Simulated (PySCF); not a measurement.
# Field gradients at the hydrogen positions

Species: C6H15FSi.
Structure used (GFN2-xTB), in Å, numbered top down from 1:
```
atom  x, y, z in Å
C1     3.420    0.408    0.399
C2     2.225   -0.514    0.209
F3     2.495   -1.365   -0.853
C4     0.933    0.245   -0.082
C5    -0.272   -0.685   -0.186
C6    -1.565    0.045   -0.556
C7    -2.670   -0.980   -0.813
Si8   -2.122    1.304    0.768
H9     3.264    1.039    1.269
H10    3.547    1.036   -0.480
H11    4.325   -0.177    0.541
H12    2.098   -1.171    1.080
H13    1.056    0.789   -1.021
H14    0.780    0.971    0.717
H15   -0.409   -1.207    0.766
H16   -0.057   -1.443   -0.945
H17   -1.385    0.577   -1.498
H18   -2.368   -1.691   -1.582
H19   -3.583   -0.491   -1.144
H20   -2.893   -1.541    0.093
H21   -2.074    0.665    2.086
H22   -1.256    2.486    0.766
H23   -3.492    1.727    0.475
```

Level: PBE0/pcSseg-1 (PySCF, non-relativistic); Q(2H) = 0.00286 b; rigid geometry, the same for H and D, with no vibrational averaging.

Question: Rank these positions by the coupling χzz of a deuteron there, largest first.
A. H12 (methine hydrogen)
B. H13 (methylene hydrogen)
C. H19 (methyl hydrogen)
D. H22 (Si–H hydrogen)

Answer: C (212 kHz), B (203 kHz), A (189 kHz), D (109 kHz).

Question: Tabulate Vzz, the asymmetry η and χzz = 234.96 MHz × Q × Vzz for every hydrogen position.

Answer: 
| atom | bonded to | bond length (Å) | Vzz (au) | η | χzz (kHz) |
| --- | --- | --- | --- | --- | --- |
| H9 | C1 | 1.086 | 0.3169 | 0.03 | 213 |
| H10 | C1 | 1.088 | 0.3135 | 0.02 | 211 |
| H11 | C1 | 1.087 | 0.3143 | 0.02 | 211 |
| H12 | C2 | 1.098 | 0.2812 | 0.06 | 189 |
| H13 | C4 | 1.092 | 0.3022 | 0.03 | 203 |
| H14 | C4 | 1.091 | 0.3045 | 0.05 | 205 |
| H15 | C5 | 1.093 | 0.3008 | 0.03 | 202 |
| H16 | C5 | 1.094 | 0.2963 | 0.02 | 199 |
| H17 | C6 | 1.096 | 0.2997 | 0.03 | 201 |
| H18 | C7 | 1.090 | 0.3114 | 0.02 | 209 |
| H19 | C7 | 1.088 | 0.3149 | 0.02 | 212 |
| H20 | C7 | 1.088 | 0.3129 | 0.02 | 210 |
| H21 | Si8 | 1.466 | 0.1629 | 0.01 | 109 |
| H22 | Si8 | 1.465 | 0.1625 | 0.01 | 109 |
| H23 | Si8 | 1.464 | 0.1634 | 0.01 | 110 |

Question: Average by the element that carries the hydrogen.

Answer: on C: 205 kHz over 12 positions, mean bond length 1.091 Å; on Si: 110 kHz over 3 positions, mean bond length 1.465 Å.

Question: How does χzz go with the bond length over the 12 C–H bonds?

Answer: A straight-line fit has a slope of -16.9 kHz for each 0.01 Å, with a correlation coefficient of -0.95, over lengths from 1.086 to 1.098 Å. The longer bonds have the smaller couplings here.

The structure is a single GFN2-xTB conformer in the gas phase; no vibrational or solvent corrections. GFN2-xTB bond lengths can be off by several hundredths of an ångström, more for odd bonds, and the gradients follow them. These gradients aren't converged with respect to the basis.
